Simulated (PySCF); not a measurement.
C7H8F2.
SMILES with atom numbers: `[F:1][CH:2]([F:3])[C@@:4]12[CH:5]=[CH:6][CH2:7][C@@H:8]1[CH2:9]2`

NICS is the negative of the GIAO shielding at a point without a nucleus: at the ring centre (0) and 1 Å above and below it (1); zz is the component along the ring normal. Level: GIAO PBE0/pcSseg-1 (PySCF, non-relativistic, gas phase) on the GFN2-xTB geometry, one conformer.

Rings: 1. C4–C5–C6–C7–C8; 2. C4–C8–C9.

```
set  NICS(0)  NICS(1), two faces  NICS(1)zz, two faces
  P    -43.0         -9.0 / -7.4         -24.0 / -20.6
  Q     -5.6         -2.6 / -5.7           -2.4 / -2.8
```

Problem. Which set (ppm) belongs to which ring?

Solution. P = 2, Q = 1.
- 1 (5-membered carbocycle; formal bonds 1 double, 4 single): mean NICS(1)zz -2.6 ppm, near zero. C4, C7, C8 have four or more neighbours; no verdict on aromaticity is drawn.
- 2 (3-membered carbocycle; formal bonds all single): mean NICS(1)zz -22.3 ppm, shielded. C4, C8, C9 have four or more neighbours, and the NICS criterion for π rings isn't applied.

Problem. How do the rings differ in shape?

Solution. 
| ring | bond lengths (Å) | rms pucker (Å) | HOMA | nearest outside atom to a NICS(1) probe (Å) |
| --- | --- | --- | --- | --- |
| 1 | 1.485, 1.326, 1.503, 1.517, 1.515 | 0.01 | – | hydrogen 1.37 |
| 2 | 1.515, 1.496, 1.510 | 0.00 | – | hydrogen 1.44 |
